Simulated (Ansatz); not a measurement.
Potential energy curve for Be2, singlet.

RKS-CAM-B3LYP = restricted CAM-B3LYP/aug-cc-pVDZ (Ansatz, an electronic-structure program); FCI = full CI/aug-cc-pVDZ, frozen core run with Ansatz; RCCSD(T) = CCSD(T) on RHF/aug-cc-pVDZ, frozen core (Ansatz).

Total energies in hartree (comparable only within one method and basis):

```json
[
 {"R / Å": "1.89", "RKS-CAM-B3LYP": "-29.26988", "FCI": "-29.20992", "RCCSD(T)": "-29.20830"},
 {"R / Å": "2.04", "RKS-CAM-B3LYP": "-29.28452", "FCI": "-29.22390", "RCCSD(T)": "-29.22235"},
 {"R / Å": "2.12", "RKS-CAM-B3LYP": "-29.28933", "FCI": "-29.22831", "RCCSD(T)": "-29.22680"},
 {"R / Å": "2.26", "RKS-CAM-B3LYP": "-29.29452", "FCI": "-29.23276", "RCCSD(T)": "-29.23134"},
 {"R / Å": "2.37", "RKS-CAM-B3LYP": "-29.29668", "FCI": "-29.23437", "RCCSD(T)": "-29.23304"},
 {"R / Å": "2.42", "RKS-CAM-B3LYP": "-29.29729", "FCI": "-29.23475", "RCCSD(T)": "-29.23347"},
 {"R / Å": "2.52", "RKS-CAM-B3LYP": "-29.29804", "FCI": "-29.23510", "RCCSD(T)": "-29.23393"},
 {"R / Å": "2.59", "RKS-CAM-B3LYP": "-29.29828", "FCI": "-29.23514", "RCCSD(T)": "-29.23404"},
 {"R / Å": "2.68", "RKS-CAM-B3LYP": "-29.29839", "FCI": "-29.23505", "RCCSD(T)": "-29.23405"},
 {"R / Å": "2.75", "RKS-CAM-B3LYP": "-29.29836", "FCI": "-29.23493", "RCCSD(T)": "-29.23401"},
 {"R / Å": "2.90", "RKS-CAM-B3LYP": "-29.29814", "FCI": "-29.23466", "RCCSD(T)": "-29.23389"},
 {"R / Å": "3.09", "RKS-CAM-B3LYP": "-29.29774", "FCI": "-29.23443", "RCCSD(T)": "-29.23384"},
 {"R / Å": "3.42", "RKS-CAM-B3LYP": "-29.29715", "FCI": "-29.23437", "RCCSD(T)": "-29.23398"},
 {"R / Å": "3.76", "RKS-CAM-B3LYP": "-29.29678", "FCI": "-29.23445", "RCCSD(T)": "-29.23421"},
 {"R / Å": "4.16", "RKS-CAM-B3LYP": "-29.29654", "FCI": "-29.23446", "RCCSD(T)": "-29.23432"},
 {"R / Å": "4.52", "RKS-CAM-B3LYP": "-29.29642", "FCI": "-29.23438", "RCCSD(T)": "-29.23429"},
 {"R / Å": "5.10", "RKS-CAM-B3LYP": "-29.29633", "FCI": "-29.23419", "RCCSD(T)": "-29.23415"},
 {"R / Å": "5.46", "RKS-CAM-B3LYP": "-29.29630", "FCI": "-29.23409", "RCCSD(T)": "-29.23406"},
 {"R / Å": "6.19", "RKS-CAM-B3LYP": "-29.29630", "FCI": "-29.23395", "RCCSD(T)": "-29.23394"},
 {"R / Å": "6.84", "RKS-CAM-B3LYP": "-29.29631", "FCI": "-29.23389", "RCCSD(T)": "-29.23388"},
 {"R / Å": "7.39", "RKS-CAM-B3LYP": "-29.29631", "FCI": "-29.23386", "RCCSD(T)": "-29.23386"}
]
```

Also computed but left out beside FCI, since their determinant holds another spin at the minimum (<S²> over 0.7 above the pure value): UHF, UMP2, UCCSDT, UCCSDT(Q), UMP2/3-21G.
